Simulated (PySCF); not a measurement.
**BrF7: one-bond stretch**

Method: PySCF, B3LYP, basis Br def2-SVP, F def2-SVP (no relativity, density fitting).

Rigid scan from the singlet minimum (Br–F 1.730 Å (×2), Br–F 1.833 Å (×5); F–Br–F 72.0° (×5), F–Br–F 90.0° (×10), F–Br–F 144.0° (×5), F–Br–F 180.0°). Coordinate: the bond from Br to the last atom (F) scaled, the rest fixed. Energies in kJ/mol from the minimum.

```tsv
scale of one bond	E (kJ/mol)	dipole size (D)
1.00	0.0	0.00
1.05	6.0	0.25
1.12	28.1	0.54
1.20	62.0	0.78
1.35	127.1	1.02
1.55	194.9	–
1.80	246.6	–
2.20	283.1	–
```

At long bonds a restricted determinant can lie too high, and another spin state can fall below this curve.

Other isomers or separated fragments may lie lower.

The scan took of the order of 10 core-minutes on a shared host.
